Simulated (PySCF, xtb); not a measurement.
CsI, SMILES [I][Cs].

Harmonic wavenumbers (cm⁻¹) from GFN2-xTB (xtb 6.7.1) at its own minimum, in rising order: 121.

### Question
What does B3LYP-D3(BJ)/def2-TZVPD (PySCF) give at its own minimum? (An estimate is asked for; the answer gives what the named calculation found.)

### Answer
112. Paired by order, the mean absolute difference is 9 cm⁻¹ and the zero-point energies are 0.2 and 0.2 kcal/mol.
